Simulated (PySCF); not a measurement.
Species: C₆H₁₃NSi.
Cartesian coordinates in Å at the PBE0-D3(BJ)/def2-SVP level; atoms count from 1:
```
atom  x, y, z in Å
C1    -2.0497   -1.0988    0.0532
C2    -2.4391    0.3852    0.1239
Si3   -0.9219    1.2231   -0.6218
N4     0.1294   -0.1149   -0.2488
C5     1.5319   -0.2265   -0.4275
C6     2.4013    0.9844   -0.2801
C7     2.4527   -0.0977    0.7582
C8    -0.5597   -1.2359    0.3688
H9    -2.2267   -1.4684   -0.9711
H10   -2.6556   -1.7255    0.7275
H11   -2.5475    0.7165    1.1709
H12   -3.3900    0.5962   -0.3866
H13   -1.0291    1.5323   -2.0862
H14   -0.5462    2.5083    0.0539
H15    1.8486   -0.9507   -1.1946
H16    3.2457    1.0935   -0.9652
H17    1.9215    1.9279   -0.0053
H18    3.3389   -0.7356    0.8094
H19    1.9800    0.1096    1.7219
H20   -0.1676   -2.1922   -0.0229
H21   -0.3925   -1.2575    1.4664
```

Level: PBE0/pcSseg-1 in PySCF, non-relativistic, on one gas-phase PBE0-D3(BJ)/def2-SVP geometry that isn't relaxed in the solvent. The solvent is an IEF-PCM continuum (van der Waals radii × 1.2). Specific hydrogen bonds and non-electrostatic terms are outside this model.

```tsv
medium	total energy (Eh)	HOMO (eV)	LUMO (eV)	dipole (D)
gas phase	-580.172661	-6.115	1.002	0.808
chloroform (ε = 4.711)	-580.174416	-6.076	1.038	0.994
```

Q: What is E(solvent) − E(gas) in chloroform, in kcal/mol?

A: -580.174416 − (-580.172661) = -0.001755 Eh = -1.10 kcal/mol.

Q: Scale it by Onsager's factor (ε − 1)/(2ε + 1) to cyclohexane (ε = 2.017), and compare with the calculation.

A: The factor goes from 0.356 to 0.202, a ratio of 0.567, which gives -0.62 kcal/mol. The calculation gives -0.60 kcal/mol (total energy -580.173613 Eh), so the scaled value is 4.6 % too large in size.

Q: Scale the changes of the other columns the same way. What are the values in cyclohexane?

A: 
```csv
quantity,scaled,computed,difference
HOMO (eV),-6.093,-6.082,-0.011
LUMO (eV),1.022,1.032,-0.010
dipole (D),0.914,0.909,+0.005
```

Q: How does each lowering split into the polarisation term (half the interaction with the induced surface charges) and the distortion of the solute's density?

A: chloroform: -1.16 + 0.06 kcal/mol, the distortion taking back 5 % of the polarisation term; cyclohexane: -0.62 + 0.02 kcal/mol, the distortion taking back 3 % of the polarisation term.

Time: 27 s; peak memory 1.3 GiB. Hardware: Arm Neoverse V2, one thread (shared host). This is the whole shielding run at PBE0/pcSseg-1 in cyclohexane, SCF included.
